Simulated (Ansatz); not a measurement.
Born–Oppenheimer molecular dynamics of ClGaH₃N (6 atoms, charge 0, multiplicity 1). It goes on from the last frame of an earlier run, with new velocities.

All numbers below come from Ansatz, RHF/def2-SVP.

| Property | Result |
| --- | --- |
| ensemble | NVT, Nosé–Hoover chain |
| time step | 1 fs |
| steps asked | 166 |
| set temperature | 3000 K |
| thermostat | time constant 100 fs, chain length 5 |
| seed | 951129 |

First frame:

```xyz
6
Properties=species:S:1:pos:R:3
Ga 0.044 -0.088 -0.229
N -0.745 -0.369 1.376
H -1.726 -0.585 1.569
H -0.240 -0.439 2.185
Cl 2.037 0.543 -0.551
H -0.854 -0.517 -1.422
```

Question: How far do the bonds stretch over the last three quarters of this one trajectory? (Pairs bonded in most of those frames.)

Answer: 
```
   bond  mean (Å)  spread (Å)  shortest  longest
 Ga1–N2     1.884       0.134      1.65     2.14
Ga1–Cl5     2.230       0.115      2.02     2.38
 Ga1–H6     1.562       0.031      1.50     1.62
  N2–H3     1.037       0.093      0.86     1.20
  N2–H4     1.049       0.114      0.85     1.28
```

Mean temperature of the second half: 2290 K. The conserved energy wandered by up to 30.6 meV per atom (net 1.6 meV per atom), which is poor conservation. The mean temperature of the second half is 24 % below the set value. A run of 0.17 ps of so small a system gives no equilibrium averages.

The run took 6 min on 1 thread of Arm Neoverse N1, with other jobs on the host, peak memory 0.14 GiB.
